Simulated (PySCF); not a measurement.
## From computed data to an observable: chemical shift, span and skew from a shielding tensor

silylarsine (AsH5Si), SMILES [AsH2][SiH3]. Atoms are numbered in the order given.

```xyz
7

Si    -1.5654    -0.0055     0.0000
As     0.7988     0.0613     0.0000
H     -2.0492     0.7111     1.2086
H     -2.0492     0.7111    -1.2086
H     -2.1178    -1.3846     0.0000
H      0.8850    -0.9908     1.0974
H      0.8850    -0.9908    -1.0974
```
Charge 0, spin multiplicity 1.

Geometry optimised at PBE0-D3(BJ)/def2-TZVP.

GIAO shieldings from PBE0/pcSseg-2 run with PySCF, non-relativistic, no solvent. The symmetric part of the tensor of Si1 has the principal values 399.5, 416.5, 451.5 ppm. The same nucleus in TMS has σ = 341.9 ppm at this level (PySCF, at its B3LYP-D3(BJ)/def2-TZVP geometry).

**Question.** Work out the isotropic shielding, the ²⁹Si shift against TMS, the span and the skew.

**Answer.** 
σ(iso) = (σ11 + σ22 + σ33)/3 = 422.5 ppm. δ = σ(ref) − σ(iso) = 341.9 − (422.5) = -80.6 ppm.
Span Ω = σ33 − σ11 = 52.0 ppm. Skew κ = 3(σ(iso) − σ22)/Ω = 0.35. Tumbling in solution averages the tensor to δ; in a static solid the shielding alone would spread this spin-1/2 line over Ω.
